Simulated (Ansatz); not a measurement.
```yaml
crystal:
  periodic: [false, false, false]
  atoms:
    - {symbol: F, position_ang: [0.367776, -0.187030, -2.409477]}
    - {symbol: Si, position_ang: [-0.419961, 0.043185, -0.995434]}
    - {symbol: C, position_ang: [0.020543, -1.177906, 0.288420]}
    - {symbol: Ga, position_ang: [0.617636, 0.394835, 1.386661]}
    - {symbol: N, position_ang: [0.031040, 1.373491, -0.054603]}
    - {symbol: H, position_ang: [-1.818550, 0.000778, -1.466418]}
    - {symbol: H, position_ang: [-0.782032, -1.830785, 0.697893]}
    - {symbol: H, position_ang: [0.883581, -1.888877, 0.001535]}
    - {symbol: H, position_ang: [1.093297, 0.862466, 2.804422]}
    - {symbol: H, position_ang: [-0.032188, 2.377372, -0.286156]}
basis:
  gaussian: {orbitals: def2-TZVPP}
hamiltonian: {xc: {name: SPW92}}
output: {forces: true}
```

```sh
$ ansatz run in.yaml --threads 4 --pin off --events-out ev --progress --plain --max-ram 10444MiB
```

Shortened log:

```
Functional definition: SPW92
1442 factors; their error is unknown
mean field evaluation 1: about -65410.1690 eV, gradient 1.1e2 eV
mean field evaluation 2: about -65301.0002 eV, gradient 2.1e2 eV
mean field evaluation 4: about -65430.7955 eV, gradient 3.2e1 eV
mean field evaluation 8: about -65432.9423 eV, gradient 5.1e-1 eV
mean field evaluation 16: about -65432.9115 eV, gradient 3.1e-4 eV
mean field -65432.91146363 eV, -2404.6151442681 hartree, gradient 3.2e-5 eV, S^2 0.000000; 0 other end points of the search recorded, 0 dependent functions left out
reference -65432.91150410 eV, -2404.6151457553 hartree; 36, 36 occupied and 217, 217 virtual orbitals, 1442 factors
Total energy: -65432.91150410 eV, -2404.6151457553 hartree
Atom 0 at     0.367776    -0.187030    -2.409477 Å, force    -0.148993     0.297768     0.837365 eV/Å
Atom 1 at    -0.419961     0.043185    -0.995434 Å, force     0.007559    -0.705066    -1.172468 eV/Å
Atom 2 at     0.020543    -1.177906     0.288420 Å, force     1.350350    -1.380867     0.310377 eV/Å
Atom 3 at     0.617636     0.394835     1.386661 Å, force    -0.323132    -0.505887     0.193923 eV/Å
Atom 4 at     0.031040     1.373491    -0.054603 Å, force     0.185246     1.427779    -0.256260 eV/Å
Atom 5 at    -1.818550     0.000778    -1.466418 Å, force    -0.361748     0.173380    -0.010375 eV/Å
Atom 6 at    -0.782032    -1.830785     0.697893 Å, force     0.248506     0.364440    -0.059192 eV/Å
Atom 7 at     0.883581    -1.888877     0.001535 Å, force    -1.030564     0.903373     0.311412 eV/Å
Atom 8 at     1.093297     0.862466     2.804422 Å, force    -0.026380    -0.050388    -0.338637 eV/Å
Atom 9 at    -0.032188     2.377372    -0.286156 Å, force     0.099156    -0.524532     0.183854 eV/Å
Dipole moment:     0.035554     0.173959     0.496683 e Å
```

It took 1.8 s on 4 threads of an Arm Neoverse V2 on a shared host, with 0.36 GiB of host memory at the peak.
